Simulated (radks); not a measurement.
Q: Numerical settings for the vanadium ion V3+, [Ar] 3d2. All-electron calculation, scalar-relativistic Kohn-Sham, PBE, spin-polarised, spherical densities, finite nucleus; open shells are filled with parallel spins first; Fermi nuclear charge, rms radius 3.6002 fm. Program: a radial shooting solver on a logarithmic mesh with Libxc functionals. The defaults (mesh step 0.008 in ln r, mesh end at 40 bohr or more with all orbitals vanishing there, Anderson mixing 0.5 over 9 steps, residual threshold near 1e-9 with the energy settled to 1e-9 hartree or 1e-11 of itself, here a cap of 67 iterations) give E = -947.1706 hartree and 3d at -37.865 eV in 16 iterations. Run on one thread of a shared host, so times are rough (Arm Neoverse V2): 0.11 s of CPU time, 0.11 s wall, 16 iterations on 2189 mesh points. One setting is changed at a time: mesh step in ln r 0.012; mesh step in ln r 0.2; mesh step in ln r 0.12; mesh end (bohr) 5; mesh end (bohr) 3; residual threshold 1e-05; residual threshold 0.01; mixing 1; linear mixing, mixing 0.8; linear mixing, mixing 0.5; mixing history 20; iteration cap 5. Which runs fail to converge, and which converge to a wrong energy?

A: Not converged within the cap: mesh step in ln r 0.2; mesh step in ln r 0.12; linear mixing, mixing 0.8; linear mixing, mixing 0.5; iteration cap 5. Settings that end as converged yet miss the energy by more than 1 mhartree: mesh end (bohr) 3 (+0.0759 hartree).
